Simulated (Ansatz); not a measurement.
Ansatz (a first-principles code) input (wB97X/def2-TZVPD):

Ansatz 0.2 input:
```yaml
crystal:
  periodic: [false, false, false]
  atoms:
    - {symbol: O, position_ang: [-0.00000000, -0.00000000, -1.28366142]}
    - {symbol: Ge, position_ang: [0.00000000, 0.00000000, 0.39126637]}
    - {symbol: H, position_ang: [-0.00000000, -0.00000000, -2.25123244]}
basis:
  gaussian:
    orbitals: def2-TZVPD
hamiltonian:
  xc: {name: wB97X}
magnetization: {spin_polarized: true, initial_magnetization: 1}
```

Output:

```
Functional definition: wB97X
integrals: 0.04 GiB planned
649 factors; their error is unknown
integrals: 0.07 GiB planned
161 factors; integrals over basis functions are off by at most 1.0e-4 eV
mean field: 0.53 GiB planned
mean field evaluation 1: about -58577.5131 eV, gradient 3.7e1 eV
mean field evaluation 2: about -58572.7390 eV, gradient 5.3e1 eV
mean field evaluation 4: about -58581.8110 eV, gradient 4.7e-1 eV
mean field evaluation 8: about -58581.9611 eV, gradient 1.6e-1 eV
mean field evaluation 16: about -58581.9612 eV, gradient 7.7e-5 eV
mean field -58581.96118577 eV, -2152.8473652975 hartree, gradient 7.7e-5 eV, S^2 0.753483; 0 other end points of the search recorded, 0 dependent functions left out
reference -58581.96116684 eV, -2152.8473646018 hartree; 21, 20 occupied and 82, 83 virtual orbitals, 649 factors
Total energy: -58581.96116684 eV, -2152.8473646018 hartree
```

This state (charge 0, doublet) is run at the relaxed geometry of the species with charge 1 and multiplicity 1.
